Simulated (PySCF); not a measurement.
Species: CH8AsGaS.
Geometry (PBE0-D3(BJ)/def2-SVP, Å), atoms numbered from 1 in this order:
```xyz
12
CH8AsGaS angstrom
C     -1.9461    0.7393    0.5426
S     -1.4901   -0.5460   -0.6665
Ga     0.1498   -1.6186    0.4311
As     1.8792    0.2163   -0.4840
H     -2.8100    1.2835    0.1359
H     -2.2299    0.3020    1.5097
H     -1.1310    1.4610    0.7038
H      0.7119   -2.8723   -0.3214
H      0.2339   -1.3519    1.9753
H      1.3180    1.6149   -0.3719
H      1.9890    0.1854   -1.9897
H      3.3261    0.5859   -0.1969
```

Method: PySCF 2.14.0, PBE0-D3(BJ)/def2-SVP geometry optimisation, gas phase.

Masses are those of the commonest isotopes; rigid-rotor values at the optimised geometry. The values belong to one conformer with, in the numbering `[CH3:1][S:2][GaH2-:3][AsH3+:4]`, C1–S2–Ga3–As4 -85°.

Task: What are A, B and C (MHz)?

Result: Ia = 194.75, Ib = 441.32, Ic = 565.53 u·Å²; 505379 MHz·u·Å²/I gives A = 2595, B = 1145, C = 893.6 MHz.

Task: Classify the top.

Result: An asymmetric top. Ray's parameter κ = (2B − A − C)/(A − C) = -0.704; −1 is the prolate and +1 the oblate limit.

Task: Is it planar, by Δ = Ic − Ia − Ib?

Result: Not planar: Δ = Ic − Ia − Ib = -70.54 u·Å². For a rigid frame Δ = −2 Σ m c², so Σ m c² = 35.27 u·Å² lies off the ab plane: 11.19 from hydrogen and 24.08 from heavier atoms. The atom farthest from that plane is 1.65 Å away.

Task: Give the other two planar moments, Paa and Pbb, and the rms extents of the mass along the axes.

Result: Paa = Σ m a² = (Ib + Ic − Ia)/2 = 406.05 and Pbb = Σ m b² = (Ia + Ic − Ib)/2 = 159.48 u·Å². With the mass M = 195.88 u, the rms extents √(P/M) along a, b and c are 1.44, 0.90, 0.42 Å.

Task: Predict some low-J microwave lines.

Result: The dipole components are |μa| = 2.99 D, |μb| = 1.33 D, |μc| = 1.21 D. Intensities carry the squares of the components, which stand as 1.00 : 0.20 : 0.16 (a : b : c). Some lines, for components of 0.1 D or more:

```
type  branch         J(Ka,Kc)    MHz  lower level (cm⁻¹)
   c       Q  1(1,1) ← 1(0,1)   1450               0.068
   a       Q  3(1,2) ← 3(1,3)   1507               0.435
   a       R  1(0,1) ← 0(0,0)   2039               0.000
   b       R  2(0,2) ← 1(1,1)   2598               0.116
   c       R  1(1,0) ← 0(0,0)   3740               0.000
   a       R  2(1,2) ← 1(1,1)   3826               0.116
   c       Q  3(2,2) ← 3(1,2)   3993               0.485
   a       R  2(0,2) ← 1(0,1)   4048               0.068
   b       Q  3(2,1) ← 3(1,2)   4140               0.485
   b       Q  2(2,0) ← 2(1,1)   4380               0.269
   b       R  3(0,3) ← 2(1,2)   4771               0.244
   c       R  2(1,1) ← 1(0,1)   6031               0.068
   a       R  3(2,1) ← 2(2,0)   6233               0.415
   c       Q  3(3,1) ← 3(2,1)   7749               0.623
   b       Q  3(3,0) ← 3(2,1)   7751               0.623
   b       R  2(2,1) ← 1(1,0)   8679               0.125
   c       R  3(2,2) ← 2(1,2)  11221               0.244
```

Not checked by PBE0-D3(BJ)/def2-SVP frequencies. No vibrational averaging or centrifugal distortion is included, and the geometry carries the error of its method. A rigid rotor knows nothing of internal rotation, which can split or shift real lines. Quadrupole hyperfine structure (69Ga, 75As) is left out.

Time: 2.2 min wall. Hardware: one thread, x86-64 server, on a shared host. These figures are those of the optimisation.
